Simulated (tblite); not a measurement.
Species: C2H5AsGe (charge +1 and doublet state).
Numbering: `[CH:1]#[C:2][GeH2:3][AsH2+:4]` (hydrogens: H5 on C1; H6, H7 on Ge3; H8, H9 on As4)
Bond orders are those of one Lewis drawing.

Computed with GFN2-xTB (tblite), gas phase: L-BFGS steps from a force-field or distance-geometry start until the largest atomic force falls under 0.01 eV/Å.

Step 7: E = -287.2128 eV
```
atom  x, y, z in Å  |  force x, y, z in eV/Å
C1      2.4316   -0.2602    0.0905    0.224  -0.084   0.023
C2      1.3251    0.2056   -0.0215   -0.040   0.012   0.006
Ge3    -0.3042    1.1109   -0.2091   -0.428  -0.199   0.023
As4    -2.1309   -0.7113    0.2418    0.052   0.063  -0.101
H5      3.4139   -0.6346    0.1821    0.082  -0.084   0.010
H6     -0.5658    1.5899   -1.6042   -0.038   0.017  -0.111
H7     -0.6034    2.0522    0.9104    0.018   0.154   0.130
H8     -2.0145   -1.7099   -0.8768    0.082   0.078   0.116
H9     -1.5383   -1.6367    1.2617    0.048   0.043  -0.095
```

Step 8: E = -287.2224 eV
```
atom  x, y, z in Å  |  force x, y, z in eV/Å
C1      2.4350   -0.2622    0.0912    0.131  -0.052   0.014
C2      1.3274    0.2035   -0.0203   -0.092   0.034   0.000
Ge3    -0.3158    1.1026   -0.2071   -0.269  -0.090   0.016
As4    -2.1357   -0.7003    0.2376    0.086  -0.113   0.004
H5      3.4176   -0.6374    0.1821    0.069  -0.069   0.008
H6     -0.5694    1.5906   -1.6109   -0.021  -0.025   0.007
H7     -0.6037    2.0591    0.9168    0.037   0.058   0.020
H8     -2.0077   -1.7108   -0.8679    0.064   0.104   0.064
H9     -1.5343   -1.6392    1.2533   -0.005   0.154  -0.133
```

Q: Estimate the geometry and energy of step 9. (The exact step hangs on the optimiser's Hessian estimate; all steps are aligned on step 8, rigid shifts and turns removed.)

A: E = -287.2265 eV, largest force 0.205 eV/Å
```
atom  x, y, z in Å  |  force x, y, z in eV/Å
C1      2.4374   -0.2630    0.0914    0.013  -0.012   0.004
C2      1.3283    0.2031   -0.0199   -0.062   0.018   0.005
Ge3    -0.3283    1.0949   -0.2054   -0.100  -0.024   0.020
As4    -2.1334   -0.6976    0.2348    0.046  -0.130   0.054
H5      3.4207   -0.6403    0.1824    0.021  -0.039   0.001
H6     -0.5707    1.5910   -1.6142   -0.021  -0.050   0.069
H7     -0.6029    2.0637    0.9203    0.040  -0.004  -0.045
H8     -2.0048   -1.7086   -0.8649    0.067   0.079   0.015
H9     -1.5328   -1.6374    1.2502   -0.004   0.163  -0.124
```

The energy changes by -0.0041 eV. The first-order estimate −F·Δx gives -0.0063 eV and the mean of the old and new forces, exact on a quadratic surface, -0.0041 eV. The step makes an angle of 42° with the force vector and moves no atom by more than 0.015 Å.

The cost below is that of the whole relaxation. On an Arm Neoverse V1 with one thread, shared host with 32 logical CPUs at a one-minute load of 22, this took 0.27 s wall.
